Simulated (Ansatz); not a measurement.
`CS[SiH2]S` + HI → `CS[SiH2]I` + H₂S  (ligand exchange at the Si–S bond)

Isolated molecules relaxed with PBE0-D4/def2-TZVP in Ansatz; ΔE leaves out vibrations. CBS: MP2 limit from def2 TZ/QZ plus the TZ coupled-cluster correction, frozen cores. This one scheme is used for every species. Functionals use def2-TZVPP. B3LYP here is the variant with VWN-RPA as its local correlation; programs differ in this. Elements past krypton have def2 core potentials. For I outer-core shells are correlated without core-valence functions, which leaves a few kJ/mol of doubt a bond. Each species was taken in one conformer, which may not be the lowest.

Is it downhill or uphill in electronic energy at CCSD(T)/CBS, and by how much? (Best estimate.)

Ansatz gave: Downhill: ΔE = -0.31 eV.

What do these levels give: PBE-D4, revPBE-D4, r2SCAN0-D4, CAM-B3LYP-D4, ωB97M-V, PBE-QIDH, PBE, B3LYP, CCSD/def2-TZVPP, HF/def2-QZVPP, MP2/def2-QZVPP, MP2/CBS(def2)? (An estimate is asked.)

Computed: PBE-D4 -0.25, revPBE-D4 -0.23, r2SCAN0-D4 -0.27, CAM-B3LYP-D4 -0.24, ωB97M-V -0.25, PBE-QIDH -0.28, PBE -0.24, B3LYP -0.25, CCSD/def2-TZVPP -0.24, HF/def2-QZVPP -0.30, MP2/def2-QZVPP -0.34, MP2/CBS(def2) -0.36 eV.

What do rigid-rotor, harmonic-oscillator terms from PBE0-D4/def2-TZVP frequencies (298.15 K, 1 bar) make of the CCSD(T)/CBS value? (Estimate.)

Computed: ΔZPE = +0.03 eV, ΔH = -0.28 eV, ΔS = 10 J/(mol·K), ΔG = -0.31 eV.

Largest T1 diagnostic among the species: 0.011.

Leaving LDA and LC-ωPBE aside and taking each functional with its dispersion term where it has one, the values, not all of them listed here, spread over 0.10 eV, from BHLYP-D4 to B97M-V. At CCSD(T), def2-SVP lies +0.08 eV from the extrapolated value and def2-TZVPP +0.07 eV.
